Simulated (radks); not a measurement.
Values are calculated unless marked as measured or tabulated.
Ionisation of Ar3+, [Ne] 3s2 3p3, to Ar4+, [Ne] 3s2 3p2, under several functionals. Scalar-relativistic Kohn-Sham, spin-polarised, spherical densities, point nucleus; open shells are filled with parallel spins first; a radial shooting solver on a logarithmic mesh with Libxc functionals.

| functional | E(Ar3+) (hartree) | Exc (hartree) | IE (eV) | -e(HOMO) (eV) | <r> HOMO (bohr) | IE error (eV) |
|---|---|---|---|---|---|---|
| PBE | -526.14375 | -29.55073 | 59.206 | 51.615 | 1.387 | -0.374 |
| LDA (Slater exchange, Perdew-Zunger correlation) | -524.69253 | -28.05719 | 59.063 | 51.461 | 1.386 | -0.517 |
| LDA (Slater exchange, Perdew-Wang correlation) | -524.69909 | -28.06427 | 59.122 | 51.519 | 1.385 | -0.458 |
| SOGGA | -525.29038 | -28.67601 | 59.038 | 51.450 | 1.387 | -0.542 |
| exchange-only B88 | -525.73717 | -29.13912 | 58.342 | 50.775 | 1.389 | -1.238 |
| LDA (Slater exchange, VWN5 correlation) | -524.70550 | -28.07080 | 59.134 | 51.530 | 1.385 | -0.446 |
| exchange-only PBE | -525.58026 | -28.97526 | 58.297 | 50.738 | 1.391 | -1.283 |
| BP86 | -526.38330 | -29.79727 | 59.217 | 51.615 | 1.385 | -0.363 |
| PW91 | -526.32802 | -29.74053 | 59.283 | 51.685 | 1.386 | -0.297 |

NIST Atomic Spectra Database: 59.6 eV (semi-empirical). Closest: PW91. The Delta-SCF values span 0.99 eV, the total energies 1.69 hartree. The highest occupied level is 3p. Open shells are spherical and high-spin; term and fine-structure splittings are not resolved.
